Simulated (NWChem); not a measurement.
Molecule: BiHOCl2; SMILES [OH][Bi]([Cl])[Cl]

```xyz
5

Bi    -0.3554     0.2585     0.0000
Cl     1.2101    -0.1986     1.8545
Cl     1.2101    -0.1986    -1.8545
O     -1.3597    -1.5487     0.0000
H     -0.7680    -2.3141     0.0000
```
Atoms are numbered in this order, from 1.

All runs: NWChem. All runs use the structure optimised with PBE0/def2-SVP. def2 effective core potentials on Bi; no spin-orbit coupling. Ions are spin-unrestricted doublets at the neutral geometry; other ion states weren't tried.

```tsv
level	vertical ionisation energy, ΔSCF (eV)	−ε(HOMO) (eV)	ΔSCF minus −ε(HOMO) (eV)
B3LYP/def2-SVP	10.44	8.16	2.28
Hartree-Fock/def2-SVP	10.47	11.29	-0.82
M06-2X/def2-SVP	10.87	9.76	1.11
CAM-B3LYP/def2-SVP	10.76	9.69	1.07
```
